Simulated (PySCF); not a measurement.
```xyz
4

Al     0.0000     0.0000    -0.0002
H      1.5747    -0.1301     0.0000
H     -0.9000    -1.2987    -0.0002
H     -0.6747     1.4288     0.0003
```

Charge 0, multiplicity 1.

Give the Mulliken and meta-Löwdin atomic charges from PySCF with TPSSh-D3(BJ)/def2-TZVP // B3LYP-D3(BJ)/def2-TZVP.


```json
[
 {"atom": "Al1", "Mulliken (e)": "0.32", "meta-Löwdin (e)": "0.47"},
 {"atom": "H2", "Mulliken (e)": "-0.11", "meta-Löwdin (e)": "-0.16"},
 {"atom": "H3", "Mulliken (e)": "-0.11", "meta-Löwdin (e)": "-0.16"},
 {"atom": "H4", "Mulliken (e)": "-0.11", "meta-Löwdin (e)": "-0.16"}
]
```
